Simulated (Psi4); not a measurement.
C4H10O2Sb (SMILES CC[O][Sb][O]CC), doublet (typed; the unrestricted solution is spin-contaminated), geometry from GFN2-xTB (the spin is typed, not shown lowest) (all electrons, no relativity), with bond 7-4 at 1.5 times its length; HF/STO-3G in Psi4.

Here is a job for Psi4.
```
memory 2 GB

molecule mol {
0 2
Sb    0.019032    0.851419    0.065224
O    -1.821430    0.109785    0.234539
C    -2.031329   -1.215732    0.628883
C    -1.747946   -1.436298    2.108001
H    -3.086613   -1.416770    0.412958
H    -1.416156   -1.893987    0.030699
H    -2.607980   -0.380804    3.006213
H    -2.012376   -2.451229    2.392482
H    -0.687527   -1.276462    2.297460
O     0.784436   -0.969131   -0.403846
C     2.098989   -1.127326   -0.834804
C     2.409173   -0.402538   -2.137708
H     2.806077   -0.806394   -0.057459
H     2.225358   -2.207407   -0.978168
H     2.355708    0.674787   -1.985429
H     3.406345   -0.663799   -2.481660
H     1.682474   -0.682349   -2.895914
}

set {
  basis sto-3g
  reference uhf
  scf_type pk
  stability_analysis follow
}

energy('scf')
print_variables()
```

The log (banner, timings and long lists left out):

```
   => Loading Basis Set <=

    Name: STO-3G
    Role: ORBITAL
    Keyword: BASIS

         ---------------------------------------------------------
                                   SCF
               by Justin Turney, Rob Parrish, Andy Simmonett
                          and Daniel G. A. Smith
                              UHF Reference
         ---------------------------------------------------------

  ==> Geometry <==

    Molecular point group: c1
    Full point group: C1

    Geometry (in Angstrom), charge = 0, multiplicity = 2:

       Center              X                  Y                   Z               Mass
    ------------   -----------------  -----------------  -----------------  -----------------
         SB           0.032554080990     0.719550236786     0.055320311173   120.903812000000
         O           -1.807907919010    -0.022083763214     0.224635311173    15.994914619570
         C           -2.017806919010    -1.347600763214     0.618979311173    12.000000000000
         C           -1.734423919010    -1.568166763214     2.098097311173    12.000000000000
         H           -3.073090919010    -1.548638763214     0.403054311173     1.007825032230
         H           -1.402633919010    -2.025855763214     0.020795311173     1.007825032230
         H           -2.594457919010    -0.512672763214     2.996309311173     1.007825032230
         H           -1.998853919010    -2.583097763214     2.382578311173     1.007825032230
         H           -0.674004919010    -1.408330763214     2.287556311173     1.007825032230
         O            0.797958080990    -1.100999763214    -0.413749688827    15.994914619570
         C            2.112511080990    -1.259194763214    -0.844707688827    12.000000000000
         C            2.422695080990    -0.534406763214    -2.147611688827    12.000000000000
         H            2.819599080990    -0.938262763214    -0.067362688827     1.007825032230
         H            2.238880080990    -2.339275763214    -0.988071688827     1.007825032230
         H            2.369230080990     0.542918236786    -1.995332688827     1.007825032230
         H            3.419867080990    -0.795667763214    -2.491563688827     1.007825032230
         H            1.695996080990    -0.814217763214    -2.905817688827     1.007825032230

  Running in c1 symmetry.

  Rotational constants: A =      0.07748  B =      0.03414  C =      0.02663 [cm^-1]
[...]
    Wavefunction unstable!
    Rotating orbitals by 0.5 * pi / 2 radians along unstable eigenvector.
[...]
    Wavefunction stable under totally symmetric rotations.
    Lowest totally symmetric eigenvalue: 0.078955
    Lowest UHF->UHF stability eigenvalues:
       A 0.078955

    Stability analysis over.

  ==> Post-Iterations <==

   @Spin Contamination Metric:   2.124061014E-01
   @S^2 Expected:                7.500000000E-01
   @S^2 Observed:                9.624061014E-01
   @S   Expected:                5.000000000E-01
   @S   Observed:                5.000000000E-01

    Orbital Energies [Eh]
    ---------------------

    Alpha Occupied:

[...]
    Alpha Virtual:

[...]
      67A      0.803878

    Beta Occupied:

[...]
    Beta Virtual:

[...]
    Final Occupation by Irrep:
              A
    DOCC [    50 ]
    SOCC [     1 ]
    NA   [    51 ]
    NB   [    50 ]

  @UHF Final Energy: -6554.37498214036623

   => Energetics <=

    Nuclear Repulsion Energy =            713.6695986837760302
    One-Electron Energy =              -10472.4648831837839680
    Two-Electron Energy =                3204.4203023596405728
    Total Energy =                      -6554.3749821403671376

  UHF NO Occupations:
  HONO-2 :   49  A 1.9962146
  HONO-1 :   50  A 1.8959328
  HONO-0 :   51  A 1.0000000
  LUNO+0 :   52  A 0.1040672
  LUNO+1 :   53  A 0.0037854
  LUNO+2 :   54  A 0.0027107
  LUNO+3 :   55  A 0.0003873

Computation Completed

Properties will be evaluated at   0.000000,   0.000000,   0.000000 [a0]

Properties computed using the SCF density matrix

 Multipole Moments:

 ------------------------------------------------------------------------------------
     Multipole            Electronic (a.u.)      Nuclear  (a.u.)        Total (a.u.)
 ------------------------------------------------------------------------------------

 L = 1.  Multiply by 2.5417464519 to convert [e a0] to [Debye]
 Dipole X            :         -1.4663176            2.0390942            0.5727766
 Dipole Y            :         24.4362648          -24.5039314           -0.0676666
 Dipole Z            :          1.2775042           -1.3244912           -0.0469870
 Magnitude           :                                                    0.5786705

 ------------------------------------------------------------------------------------

  Variable Map:
  ----------------------------------------------------------------------------
[...]
  Array Variable Map:
  ----------------------------------------------------------------------------
[...]
[...]
```
